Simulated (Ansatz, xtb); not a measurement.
# Two conformers of C2H8GeO3

Structure X is `C[CH2][Ge]([OH])([OH])[OH]`, a singlet and structure Y is `C[CH2][Ge]([OH])([OH])[OH]`, a singlet. Both are isolated molecules in the gas phase, relaxed with PBE0-D4/def2-SVP.

X (Å):

```yaml
atoms:
  - { symbol: C, position_ang: [0.8912, -1.1263, 1.3762] }
  - { symbol: C, position_ang: [0.6815, -0.9890, -0.1275] }
  - { symbol: Ge, position_ang: [-0.4206, 0.5274, -0.5765] }
  - { symbol: O, position_ang: [-2.0762, 0.3136, 0.0257] }
  - { symbol: O, position_ang: [0.1915, 2.0224, 0.1617] }
  - { symbol: O, position_ang: [-0.5100, 0.8011, -2.3269] }
  - { symbol: H, position_ang: [1.5269, -1.9930, 1.6146] }
  - { symbol: H, position_ang: [-0.0669, -1.2621, 1.9010] }
  - { symbol: H, position_ang: [1.3740, -0.2306, 1.7957] }
  - { symbol: H, position_ang: [0.1930, -1.8803, -0.5530] }
  - { symbol: H, position_ang: [1.6364, -0.8659, -0.6632] }
  - { symbol: H, position_ang: [-2.3590, 1.0870, 0.5270] }
  - { symbol: H, position_ang: [0.3519, 2.6973, -0.5074] }
  - { symbol: H, position_ang: [-1.4264, 0.8694, -2.6185] }
```

Y (Å):

```xyz
14

C    -0.6620    1.8693    0.1178
C     0.0500    0.5470    0.3788
Ge   -0.0932   -0.6690   -1.1224
O     0.5373   -0.0154   -2.6410
O     0.7642   -2.1583   -0.6818
O    -1.7583   -1.0307   -1.5993
H    -0.2439    2.3808   -0.7627
H    -1.7330    1.7133   -0.0826
H    -0.5760    2.5528    0.9766
H    -0.3596    0.0304    1.2626
H     1.1232    0.6947    0.5839
H     1.4718    0.2074   -2.5800
H     0.7366   -2.8108   -1.3911
H    -2.2521   -1.4618   -0.8942
```

Problem. Estimate which is lower in electronic energy at CCSD(T)/def2-SVP + ΔMP2/def2-TZVPP, and by roughly how much.

Solution. The CCSD(T)/def2-SVP + ΔMP2/def2-TZVPP calculation puts structure X lower, by 1.40 kcal/mol.

The same difference at several levels:

| level | geometry | E(Y) − E(X) (kcal/mol) | departure from the last row (kcal/mol) | job, with rough time for the two |
| --- | --- | --- | --- | --- |
| PBE0-D4/def2-SVP | PBE0-D4/def2-SVP | +1.83 | +0.43 | optimisation, 75 s |
| HF/def2-SVP | PBE0-D4/def2-SVP | +2.21 | +0.81 | part of the CCSD(T) run |
| MP2/def2-SVP | PBE0-D4/def2-SVP | +1.48 | +0.08 | part of the CCSD(T) run |
| CCSD(T)/def2-SVP | PBE0-D4/def2-SVP | +1.47 | +0.07 | single point |
| CCSD(T)/def2-SVP + ΔMP2/def2-TZVPP | PBE0-D4/def2-SVP | +1.40 |  | single point, 2.8 min |

None of the levels shown reverses the order. The largest departure from CCSD(T)/def2-SVP + ΔMP2/def2-TZVPP is that of HF/def2-SVP, 0.81 kcal/mol. Levels run at GFN2-xTB geometries aren't shown. The last row adds to CCSD(T) the change of the MP2 difference between the two basis sets, here −0.07 kcal/mol.

With thermal terms from frequencies at re-optimised GFN2-xTB minima (ideal gas, soft modes damped towards free rotors, one conformer each, 298.15 K, 1 atm): on the last row, ΔE + ΔZPE = +1.33, ΔH = +1.35, ΔG = +1.24 kcal/mol.

The correlated steps freeze 14 core orbitals; the filled d shell of Ge is correlated, in a basis made for valence electrons. Programs: Ansatz 0.2.0, xtb 6.7.1; the last row on 2 threads of Arm Neoverse V1 on a shared host.
